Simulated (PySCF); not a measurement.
Azulene, SMILES c1cc2cccc-2ccc1 (C10H8), GFN2-xTB optimised geometry.

```
18

C      0.00     2.58     0.00
C      1.26     1.99     0.00
C      1.59     0.65     0.00
C      0.74    -0.45     0.00
C      1.14    -1.79     0.00
C      0.00    -2.59     0.00
C     -1.14    -1.79     0.00
C     -0.74    -0.45     0.00
C     -1.59     0.65     0.00
C     -1.26     1.99     0.00
H      0.00     3.67     0.00
H      2.09     2.68     0.00
H      2.65     0.42     0.00
H      2.15    -2.13     0.00
H      0.00    -3.67     0.00
H     -2.15    -2.13     0.00
H     -2.65     0.42     0.00
H     -2.09     2.68     0.00
```

Density from PBE0/def2-SVP in PySCF at that geometry.

Minimum of the electron density along straight lines between bonded atoms, close to the bond critical point (lines longer than 1.1 times the sum of covalent radii, or with two minima, are not listed):

```tsv
bond	length / Å	ρ at the minimum / e bohr⁻³	∇²ρ there / e bohr⁻⁵	position (fraction from the first atom)
C1–C2	1.388	0.309	-0.79	0.50
C2–C3	1.387	0.310	-0.80	0.50
C3–C4	1.382	0.313	-0.82	0.51
C4–C5	1.396	0.306	-0.76	0.51
C5–C6	1.392	0.308	-0.77	0.50
C6–C7	1.392	0.308	-0.77	0.50
C4–C8	1.487	0.262	-0.61	0.50
C7–C8	1.396	0.306	-0.76	0.49
C8–C9	1.382	0.313	-0.82	0.50
C1–C10	1.388	0.309	-0.79	0.50
C9–C10	1.387	0.310	-0.80	0.51
C1–H11	1.084	0.283	-1.08	0.63
C2–H12	1.083	0.282	-1.06	0.63
C3–H13	1.085	0.283	-1.08	0.63
C5–H14	1.075	0.283	-1.07	0.63
C6–H15	1.076	0.285	-1.10	0.63
C7–H16	1.075	0.283	-1.07	0.63
C9–H17	1.085	0.283	-1.08	0.63
C10–H18	1.083	0.282	-1.06	0.63
```
